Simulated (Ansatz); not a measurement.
Mulliken charges of CH5BF2Si, SMILES `BC(F)[SiH2]F` from ωB97M-V/def2-TZVPP in Ansatz (PBE0-D4/def2-TZVP geometry).

| atom | x (Å) | y (Å) | z (Å) | charge (e) |
| --- | --- | --- | --- | --- |
| B1 | -0.143 | -1.019 | -1.146 | -0.268 |
| C2 | -0.246 | -0.702 | 0.342 | 0.061 |
| F3 | 0.576 | -1.436 | 1.202 | -0.231 |
| Si4 | 0.281 | 1.128 | 0.548 | 0.483 |
| F5 | -0.916 | 2.051 | 0.030 | -0.310 |
| H6 | -0.892 | -0.442 | -1.879 | 0.103 |
| H7 | 0.704 | -1.740 | -1.576 | 0.095 |
| H8 | -1.274 | -0.720 | 0.731 | 0.119 |
| H9 | 0.500 | 1.374 | 1.990 | -0.021 |
| H10 | 1.493 | 1.453 | -0.239 | -0.031 |

By hand: the dipole of these point charges (1 e Å = 4.8032 D).

Σ q r = (0.077, 0.101, 0.015) e Å, of length 0.128 e Å = 0.61 D.

How does the dipole of the full density compare? (Estimate.)

Computed: (-0.049, 0.052, -0.012) e Å, 0.35 D; the point charges give 1.74 times that, at 82° from its direction.

Point charges leave out the atoms' own dipoles, such as those of lone pairs, and Mulliken's split depends on the basis, so the two needn't agree.
